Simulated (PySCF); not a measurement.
## Molecular orbitals of K₂

revPBE at R = 4.010 Å; PySCF, no relativity, basis sets K def2-TZVPP. State: ¹Σg⁺ (singlet), closed shell. Only the outer orbitals are listed.

```json
{"orbital": "σg", "occ.": "2", "ε (eV)": "-18.48", "main shells (%)": "100 p"}
{"orbital": "πu", "occ.": "2", "ε (eV)": "-18.46", "main shells (%)": "100 p"}
{"orbital": "πu", "occ.": "2", "ε (eV)": "-18.46", "main shells (%)": "100 p"}
{"orbital": "πg", "occ.": "2", "ε (eV)": "-18.45", "main shells (%)": "100 p"}
{"orbital": "πg", "occ.": "2", "ε (eV)": "-18.45", "main shells (%)": "100 p"}
{"orbital": "σu", "occ.": "2", "ε (eV)": "-18.41", "main shells (%)": "100 p"}
{"orbital": "σg", "occ.": "2", "ε (eV)": "-2.49", "main shells (%)": "96 s"}
{"orbital": "σu", "occ.": "0", "ε (eV)": "-1.56", "main shells (%)": "91 s, 10 p"}
{"orbital": "πu", "occ.": "0", "ε (eV)": "-0.70", "main shells (%)": "94 p"}
{"orbital": "πu", "occ.": "0", "ε (eV)": "-0.70", "main shells (%)": "94 p"}
```

Problem. Which are the highest filled and the lowest empty level, where do they sit, and how wide is the gap?

Solution. Highest filled σg at -2.49 eV (in %: 96 s); lowest empty σu at -1.56 eV (in %: 91 s, 10 p); the gap at revPBE is 0.93 eV.

```json
{
  "bond order (Mayer)": "0.99",
  "⟨S²⟩": "0.000"
}
```

Closed-shell solutions of metal pairs were not tested for spin polarisation, which can lower them a little.
